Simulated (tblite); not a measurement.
C7H8N2.
Numbering: `[CH3:1]/[N:2]=[CH:3]/[c:4]1[cH:5][cH:6][cH:7][n:8][cH:9]1` (hydrogens: H10, H11, H12 on C1; H13 on C3; H14 on C5; H15 on C6; H16 on C7; H17 on C9)

Computed with GFN2-xTB (tblite), gas phase: Langevin dynamics at 300 K from the optimised GFN2-xTB geometry, time step 0.5 fs, friction 0.01 fs⁻¹, 2000 steps.

Start geometry:
```
atom  x, y, z in Å
C1      3.277    0.040    0.017
N2      1.895    0.353    0.157
C3      1.027   -0.560    0.139
C4     -0.390   -0.267    0.282
C5     -0.858    1.040    0.431
C6     -2.217    1.254    0.557
C7     -3.064    0.153    0.527
N8     -2.635   -1.090    0.391
C9     -1.337   -1.292    0.274
H10     3.797    0.401    0.906
H11     3.668    0.593   -0.839
H12     3.477   -1.033   -0.116
H13     1.284   -1.625    0.015
H14    -0.146    1.851    0.444
H15    -2.616    2.250    0.673
H16    -4.137    0.269    0.616
H17    -1.033   -2.326    0.166
```

The statistics below take the 31 frames saved every 25 fs from 250 to 1000 fs; their kinetic temperature (all 3N coordinates) averages 329 K.

Q: How do the bond lengths spread?

A: 
```csv
bond,start (Å),mean (Å),standard deviation (Å),shortest (Å),longest (Å)
C1–N2,1.424,1.433,0.031,1.369,1.507
N2=C3,1.261,1.265,0.024,1.227,1.328
C3–C4,1.454,1.446,0.030,1.378,1.503
C4–C5,1.397,1.412,0.019,1.371,1.448
C5–C6,1.382,1.378,0.019,1.335,1.414
C6–C7,1.389,1.400,0.026,1.369,1.467
C7–N8,1.322,1.317,0.023,1.261,1.364
N8–C9,1.319,1.327,0.027,1.284,1.382
C4–C9,1.396,1.393,0.022,1.349,1.429
C1–H10,1.091,1.096,0.028,1.038,1.188
C1–H11,1.091,1.097,0.033,1.037,1.168
C1–H12,1.100,1.106,0.042,1.024,1.190
C3–H13,1.102,1.107,0.028,1.061,1.160
C5–H14,1.079,1.084,0.024,1.038,1.117
C6–H15,1.079,1.086,0.038,1.017,1.153
C7–H16,1.082,1.081,0.021,1.044,1.118
C9–H17,1.083,1.083,0.015,1.037,1.113
```

Q: Give the same statistics for bond angles, one of each kind among heavy atoms.

A: 
```
   angle  start (°)  mean (°)  standard deviation (°)  smallest (°)  largest (°)
C1–N2–C3      120.5     121.3                     3.3         115.4        127.5
N2–C3–C4      121.6     121.6                     3.9         113.8        129.1
C3–C4–C5      121.7     121.8                     3.1         115.5        128.4
C3–C4–C9      120.8     121.0                     3.3         113.6        127.7
C5–C4–C9      117.4     116.7                     2.7         111.1        121.3
C4–C5–C6      119.0     118.9                     2.6         114.4        123.9
C5–C6–C7      118.4     118.2                     2.6         111.4        122.4
C6–C7–N8      123.3     122.9                     2.9         117.6        129.1
C7–N8–C9      118.2     118.3                     2.6         113.6        123.5
C4–C9–N8      123.7     123.5                     2.5         119.2        129.2
```

Q: How far does each atom move about its mean position (frames aligned on the start, all atoms weighted alike), and what rms force does it feel?

A: 
```
atom  rms displacement (Å)  rms force (eV/Å)
  C1                  0.16              2.00
  N2                  0.16              1.86
  C3                  0.22              2.05
  C4                  0.18              1.62
  C5                  0.19              1.54
  C6                  0.10              1.84
  C7                  0.17              1.75
  N8                  0.16              1.91
  C9                  0.13              1.58
 H10                  0.36              0.93
 H11                  0.32              1.05
 H12                  0.39              1.33
 H13                  0.44              0.81
 H14                  0.31              0.88
 H15                  0.19              1.32
 H16                  0.35              0.87
 H17                  0.23              0.64
```

The displacements run from 0.10 to 0.44 Å, the largest at H13.

Q: Follow the torsion N2–C3–C4–C5 through every second one of these frames.

A: 
| t (fs) | N2–C3–C4–C5 (°) |
| --- | --- |
| 250 | -1 |
| 300 | -7 |
| 350 | -6 |
| 400 | -18 |
| 450 | -19 |
| 500 | -26 |
| 550 | -8 |
| 600 | 16 |
| 650 | 27 |
| 700 | 25 |
| 750 | 16 |
| 800 | -15 |
| 850 | -18 |
| 900 | 4 |
| 950 | 18 |
| 1000 | 23 |

Largest departure from the start value over all these frames: N2–C3–C4–C5 38° (start 1°).

Q: How widely does the potential energy scatter, against a harmonic estimate?

A: Mean 0.64 eV above the start, standard deviation 0.114 eV, range 0.42 to 0.89 eV. For 45 classical harmonic modes at 300 K the canonical values are 45kT/2 = 0.58 eV and kT·√(45/2) = 0.123 eV.

The run is classical and short, so these are rough statistics of one trajectory.

The cost below is that of the whole dynamics run. On one thread of an Arm Neoverse V2, shared host with 96 logical CPUs at a one-minute load of 20, this took 9.6 s and 0.18 GiB of memory at its peak.
